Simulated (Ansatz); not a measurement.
Basis sets compared for Cu₂O. Charge 0, multiplicity 1. Geometry r2SCAN-D4/def2-TZVP. Ansatz on 2 threads of Arm Neoverse V1 on a shared host; times are rough, and most runs start from earlier orbitals.

```csv
atom,x (Å),y (Å),z (Å)
Cu1,-0.5012,-0.3032,-1.1563
Cu2,0.9796,0.6425,0.5548
O3,-0.4783,-0.3393,0.6015
```

The structure comes from a short search, and lower isomers may exist.

Binding counts from free atoms (Cu doublet, O triplet) in the same basis, without a counterpoise term.

```json
{"level": "PBE-D4/def2-SVP", "functions": "76", "energy (Eh)": "-3355.1269", "HOMO (eV)": "-4.12", "LUMO (eV)": "-3.06", "binding per atom (eV)": "2.38", "wall time": "1.1 s"}
{"level": "PBE-D4/def2-TZVP (with forces)", "functions": "121", "energy (Eh)": "-3355.7295", "HOMO (eV)": "-4.67", "LUMO (eV)": "-3.49", "binding per atom (eV)": "2.09", "wall time": "2.2 s"}
{"level": "PBE-D4/def2-TZVPD", "functions": "136", "energy (Eh)": "-3355.7354", "HOMO (eV)": "-4.87", "LUMO (eV)": "-3.63", "binding per atom (eV)": "2.14", "wall time": "2.3 s"}
{"level": "r2SCAN-D4/def2-TZVP", "functions": "121", "energy (Eh)": "-3356.2173", "HOMO (eV)": "-4.78", "LUMO (eV)": "-3.22", "binding per atom (eV)": "2.02", "wall time": "3.7 s"}
{"level": "r2SCAN-D4/def2-TZVPD", "functions": "136", "energy (Eh)": "-3356.2224", "HOMO (eV)": "-4.96", "LUMO (eV)": "-3.36", "binding per atom (eV)": "2.06", "wall time": "4.1 s"}
{"level": "PBE0-D4/def2-SVP", "functions": "76", "energy (Eh)": "-3355.1131", "HOMO (eV)": "-5.46", "LUMO (eV)": "-1.97", "binding per atom (eV)": "1.91", "wall time": "1.6 s"}
{"level": "PBE0-D4/def2-TZVP (with forces)", "functions": "121", "energy (Eh)": "-3355.6978", "HOMO (eV)": "-5.95", "LUMO (eV)": "-2.35", "binding per atom (eV)": "1.73", "wall time": "4.4 s"}
{"level": "PBE0-D4/def2-TZVPD", "functions": "136", "energy (Eh)": "-3355.7032", "HOMO (eV)": "-6.11", "LUMO (eV)": "-2.52", "binding per atom (eV)": "1.77", "wall time": "3 s"}
```

Task: Estimate the rows for PBE0-D4/def2-QZVPP.

Result: 
```csv
level,functions,energy (Eh),HOMO (eV),LUMO (eV),binding per atom (eV),wall time
PBE0-D4/def2-QZVPP,257,-3355.7941,-6.10,-2.47,1.81,8 s
```
